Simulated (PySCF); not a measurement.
# Calculated NMR data

Isolated molecule, a single conformation, no relativistic terms, fast rotation and ring inversion assumed for equivalent nuclei. GIAO PBE0/pcSseg-1 shieldings; GFN2-xTB structure; PySCF 2.14.0 with density-fitted response routines.

Scale: TMS for ¹H (σref 31.72) and ¹³C (σref 186.93) (reference shieldings calculated alike). Where no couplings were computed, multiplicities follow the n + 1 count of equivalent neighbours, and m marks all less simple cases (inequivalent or close neighbours, rings, F or P nearby). Shifts are as computed. Against solution values, carbons near 30 ppm lie about +3 ppm off and those near 130 ppm about +5 ppm; carbons on Cl a further +6 ppm. Of 1309 compounds with measured shifts, 239 miss one by over three times the rms of a fit or turn the order of signals round; such compounds aren't used in these exercises. Carbons bonded to Cl come out too deshielded.

**1.** `InChI=1S/C7H9N/c1-2-8-6-5-7-3-4-7/h3-6H,2H2,1H3/b8-6+`. ¹H NMR (600 MHz, computed): δ 8.59 (m, 1H), 8.45 (m, 1H), 8.31 (d, 1H), 5.73 (d, 1H), 3.45 (q, 2H), 1.39 (t, 3H). ¹³C{¹H} NMR (computed): δ 164.9 (CH), 145.5 (CH), 145.2 (CH), 128.0 (C), 93.5 (CH), 52.2 (CH2), 20.5 (CH3).

**2.** SMILES [SiH3][Si]([SiH3])([SiH3])CCl, CH11ClSi4. ¹H NMR (600 MHz, computed): δ 3.62 (s, 9H), 3.15 (s, 2H). ¹³C{¹H} NMR (computed): δ 34.6 (CH2).

**3.** `O([SiH2]OCOC)[SiH3]`, C2H10O3Si2. ¹H NMR (600 MHz, computed): δ 5.18 (s, 2H), 5.15 (s, 3H), 4.98 (s, 2H), 3.65 (s, 3H). ¹³C{¹H} NMR (computed): δ 93.7, 57.2.
